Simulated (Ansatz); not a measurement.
`FC(F)(F)C(F)(F)C(F)(F)C(F)(F)C(F)(F)C(F)(F)C(F)(F)C(F)(F)C(F)(F)C(F)(F)CC[S][Au]`: single points at one geometry.

```yaml
crystal:
  periodic: [false, false, false]
  atoms:
    - {symbol: F, position_ang: [6.130826, 1.566956, 0.608567]}
    - {symbol: C, position_ang: [6.192465, 0.915210, -0.562178]}
    - {symbol: F, position_ang: [5.749282, 1.716275, -1.543702]}
    - {symbol: F, position_ang: [7.472581, 0.597721, -0.806726]}
    - {symbol: C, position_ang: [5.355149, -0.403111, -0.499496]}
    - {symbol: F, position_ang: [5.651397, -1.030676, 0.661230]}
    - {symbol: F, position_ang: [5.749215, -1.180440, -1.537816]}
    - {symbol: C, position_ang: [3.791299, -0.300241, -0.626724]}
    - {symbol: F, position_ang: [3.488368, 0.166000, -1.859769]}
    - {symbol: F, position_ang: [3.341980, -1.576147, -0.510904]}
    - {symbol: C, position_ang: [3.061985, 0.575492, 0.434052]}
    - {symbol: F, position_ang: [3.364344, 0.122229, 1.669127]}
    - {symbol: F, position_ang: [3.516119, 1.851168, 0.306012]}
    - {symbol: C, position_ang: [1.494192, 0.692905, 0.303551]}
    - {symbol: F, position_ang: [1.110769, 1.468253, 1.349563]}
    - {symbol: F, position_ang: [1.217127, 1.340422, -0.850834]}
    - {symbol: C, position_ang: [0.666189, -0.637804, 0.342382]}
    - {symbol: F, position_ang: [1.194570, -1.471105, 1.265329]}
    - {symbol: F, position_ang: [0.733582, -1.211724, -0.883473]}
    - {symbol: C, position_ang: [-0.842906, -0.387944, 0.707923]}
    - {symbol: F, position_ang: [-1.258946, 0.731911, 0.053258]}
    - {symbol: F, position_ang: [-0.929706, -0.194841, 2.038551]}
    - {symbol: C, position_ang: [-1.774908, -1.573182, 0.284841]}
    - {symbol: F, position_ang: [-1.921663, -1.537305, -1.066192]}
    - {symbol: F, position_ang: [-1.163250, -2.734924, 0.624798]}
    - {symbol: C, position_ang: [-3.207527, -1.615338, 0.928827]}
    - {symbol: F, position_ang: [-3.841206, -2.662762, 0.328890]}
    - {symbol: F, position_ang: [-3.065127, -1.895535, 2.243840]}
    - {symbol: C, position_ang: [-4.119632, -0.353198, 0.781586]}
    - {symbol: F, position_ang: [-3.545672, 0.633683, 1.529027]}
    - {symbol: F, position_ang: [-5.300670, -0.688232, 1.391933]}
    - {symbol: C, position_ang: [-4.387470, 0.077471, -0.652938]}
    - {symbol: C, position_ang: [-5.461448, 1.152015, -0.823317]}
    - {symbol: S, position_ang: [-5.124759, 2.817082, -0.130366]}
    - {symbol: Au, position_ang: [-3.090465, 3.355823, -1.000629]}
    - {symbol: H, position_ang: [-3.436914, 0.419412, -1.107199]}
    - {symbol: H, position_ang: [-4.704237, -0.833826, -1.201586]}
    - {symbol: H, position_ang: [-6.390223, 0.850478, -0.291116]}
    - {symbol: H, position_ang: [-5.714698, 1.237817, -1.898324]}
basis:
  gaussian: {orbitals: def2-SVP, initial_orbitals: start.molden}
correlation: {method: mp2}
scf: {omitted_lower_state_checks: [starts]}
output: {orbitals: {seedname: orbitals}}
```

The file start.molden holds the orbitals of an earlier run on this structure, at another level or in another basis.

```sh
$ ansatz run in.yaml --threads 2 --pin off --events-out ev --progress --plain --max-ram 32768MiB --backend cuda --devices 0, --max-vram 18GiB
```

Shortened log:

```
Functional definition: HF
5146 factors; integrals over basis functions are off by at most 1.3e-3 eV
mean field evaluation 1: about -83670.0745 eV, gradient 5.4e1 eV
mean field evaluation 2: about -83675.2216 eV, gradient 4.3e0 eV
mean field evaluation 4: about -83676.3715 eV, gradient 1.7e0 eV
mean field evaluation 8: about -83676.3803 eV, gradient 4.5e-4 eV
mean field -83676.38026044 eV, -3075.0502566836 hartree, gradient 9.8e-6 eV, S^2 0.000000; 0 other end points of the search recorded, 0 dependent functions left out
38 core orbitals not correlated: weight in the atoms' cores, before any rotation towards them, 1.000 or more for the frozen orbitals, at most 0.000 for the correlated occupied ones
reference -83676.38026044 eV, -3075.0502566836 hartree; 112, 112 occupied and 382, 382 virtual orbitals, 5146 factors
second order -161.07039161 eV of doubles, -0.00000000 eV of singles
Total energy: -83837.45065205 eV, -3080.9694843979 hartree
Checks for a lower state left out: starts
```

Run time 21 s (2 threads of AMD EPYC 7R13 on a shared host and a share (18 GiB) of an NVIDIA H100 80GB HBM3), peak host memory 1.3 GiB.

The first input with `gaussian: {orbitals: def2-mTZVP, fitting: {mean_field: def2-universal-jkfit}, initial_orbitals: start.molden}`, `hamiltonian: {xc: r2scan, dispersion: d4}` and without the key `correlation` (abridged; 21 s):

```
Functional definition: r2SCAN
mean field -84090.63456316 eV, -3090.2738215168 hartree, gradient 1.6e-5 eV, S^2 0.000000
Total energy: -84091.10845320 eV, -3090.2912366548 hartree
Checks for a lower state left out: starts
```

The first input with `gaussian: {orbitals: def2-SVP, fitting: {mean_field: def2-universal-jkfit}, initial_orbitals: start.molden}`, `hamiltonian: {xc: {text: "exchange = 0.50*pbe_x + 0.50*exact_x\ncorrelation = pbe_c"}}` and without the key `correlation` (abridged; 31 s):

```
Functional definition: unnamed
mean field -83963.96191029 eV, -3085.6186873856 hartree, gradient 1.7e-5 eV, S^2 0.000000
Total energy: -83963.96193580 eV, -3085.6186883231 hartree
Checks for a lower state left out: starts
```

As the first input, with `gaussian: {orbitals: def2-SVP, fitting: {mean_field: def2-universal-jkfit}, initial_orbitals: start.molden}`, `hamiltonian: {xc: pbe, dispersion: d4}` and without the key `correlation` (abridged; 12 s):

```
Functional definition: PBE
mean field -83963.85985897 eV, -3085.6149370689 hartree, gradient 2.2e-5 eV, S^2 0.000000
Total energy: -83965.42180020 eV, -3085.6723373504 hartree
Checks for a lower state left out: starts
```

The first input with `hamiltonian: {xc: pbe}`, `correlation: {method: rpa}` and without the key `output` (abridged; 22 s):

```
Functional definition: PBE
mean field -83963.84165467 eV, -3085.6142680730 hartree, gradient 7.5e-6 eV, S^2 0.000000
38 core orbitals not correlated: weight in the atoms' cores, before any rotation towards them, 1.000 or more for the frozen orbitals, at most 0.000 for the correlated occupied ones
Total energy: -83901.67120258 eV, -3083.3295460996 hartree
Checks for a lower state left out: starts
```

Geometry: PBE-D4/def2-SVP.

In the def2 sets Au takes a core potential; there is no spin–orbit coupling. Correlated methods freeze 38 core orbitals; core or outer-core shells of Au are correlated, in sets that lack core-valence functions. Single mean-field runs in def2-SVP, def2-mTZVP are fitted with def2-universal-jkfit.
